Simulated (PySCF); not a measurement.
Molecule: `InChI=1S/Cl4Si/c1-5(2,3)4`.

Molfile (atoms numbered from 1):
```
Cl4Si
     RDKit          3D

  5  4  0  0  0  0  0  0  0  0999 V2000
   -1.1749   -1.1835   -1.1667 Cl  0  0  0  0  0  0  0  0  0  0  0  0
    0.0034    0.0011   -0.0069 Si  0  0  0  0  0  4  0  0  0  0  0  0
   -0.7406    1.8943    0.0048 Cl  0  0  0  0  0  0  0  0  0  0  0  0
    0.0354   -0.7268    1.8924 Cl  0  0  0  0  0  0  0  0  0  0  0  0
    1.8939    0.0206   -0.7579 Cl  0  0  0  0  0  0  0  0  0  0  0  0
  1  2  1  0
  2  3  1  0
  2  4  1  0
  2  5  1  0
M  END
```

Geometry PBE0-D3(BJ)/def2-SVP throughout; GIAO in PySCF 2.14.0 with density-fitted response routines, gas phase, one conformer, non-relativistic; equivalent atoms averaged; basis pcSseg-2.

For orientation, KT2 gives these shifts δ (against HCl, TMS at the same level): Cl1/Cl3/Cl4/Cl5 219.5, Si2 7.4 ppm.

A run gave: Cl1/Cl3/Cl4/Cl5 100.0, Si2 1.5 ppm (shifts δ (against HCl, TMS at the same level)).

Question: Which functional was used in that run?
A. B97-D
B. BP86
C. KT3
D. HF

Answer: D. Cl1/Cl3/Cl4/Cl5 tells them apart best: HF gives 100.0, B97-D gives 193.2, KT3 gives 192.3, BP86 gives 219.0 ppm.
